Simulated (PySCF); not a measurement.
Calculation: M06-2X/def2-TZVP // PBE0-D3(BJ)/def2-TZVP (PySCF). Isolated molecules, 0 K electronic values unless said otherwise. Excitations are Tamm–Dancoff values on a coarser integration grid. The basis has no diffuse functions, so Rydberg states are missing or too high.

Reference species (SMILES): `C(=C/C)/C#C` (neutral, multiplicity 1).

| Quantity | Value |
|---|---|
| T1 excitation (TDA) | 3.86 eV |
| HOMO–LUMO gap | 8.17 eV |
| S1–T1 gap (TDA) | 1.63 eV |
| S1 excitation (TDA) | 5.49 eV |

Changed species: `C(/C=C/C)#C`.

What does the change do to the T1 excitation (TDA), HOMO–LUMO gap, S1–T1 gap (TDA) and S1 excitation (TDA)?

the T1 excitation (TDA) hardly moves; the HOMO–LUMO gap hardly moves; the S1–T1 gap (TDA) hardly moves; the S1 excitation (TDA) hardly moves.
